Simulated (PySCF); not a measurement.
Compound: C₈H₉NO.
Z-matrix (Å and degrees, PBE0-D3(BJ)/def2-SVP geometry), rows numbered from 1:
```
C 
C   1  1.5062
O   2  1.2071  1  124.19
N   2  1.3903  1  114.13  3   179.94
C   4  1.3659  2  122.92  1  -179.85
C   5  1.3594  4  125.14  2  -179.86
C   6  1.4574  5  128.80  4     0.14
C   7  1.3633  6  107.45  5   180.00
C   8  1.4569  7  109.15  6     0.02
C   9  1.3615  8  108.75  7    -0.05
H   1  1.1012  2  110.78  3   120.45
H   1  1.0954  2  108.75  3     0.23
H   1  1.1012  2  110.73  3  -119.94
H   4  1.0133  2  118.74  1     0.22
H   5  1.0933  4  113.04  2     0.16
H   7  1.0908  6  126.54  5    -0.00
H   8  1.0911  7  125.90  6  -180.00
H   9  1.0905  8  124.93  7   180.00
H  10  1.0900  6  124.65  5    -0.00
```

The closed-shell ground state was solved at several levels (PySCF, density fitting, gas phase, non-relativistic).

```json
{"level": "B3LYP/def2-SVPD", "basis functions": "275", "total energy (Eh)": "-439.9332", "HOMO (eV)": "-5.98", "LUMO (eV)": "-2.11", "gap (eV)": "3.87", "dipole (D)": "3.40"}
{"level": "B97-2/pcSseg-1", "basis functions": "215", "total energy (Eh)": "-440.0170", "HOMO (eV)": "-5.91", "LUMO (eV)": "-1.89", "gap (eV)": "4.02", "dipole (D)": "3.42"}
```

Problem. Estimate the row for PBE0/pcSseg-1, a basis of 215 functions; the other rows only guide the guess.

Solution. Total energy -439.6608 Eh, HOMO -6.16 eV, LUMO -1.86 eV, gap 4.30 eV, dipole 3.45 D.

Problem. Over all these levels, which gives the widest orbital gap and which the narrowest?

Solution. PBE0/pcSseg-1 (global hybrid, 25 % exact exchange) has the widest, 4.30 eV, and B3LYP/def2-SVPD (global hybrid, 20 % exact exchange) the narrowest, 3.87 eV. Functional and basis both differ between the two, so the spread mixes both effects.

Problem. How far do the dipole and the HOMO energy spread over the levels?

Solution. The dipole runs from 3.40 to 3.45 D (mean 3.42 D) and the HOMO from -6.16 to -5.91 eV.

One conformer stands for the species.
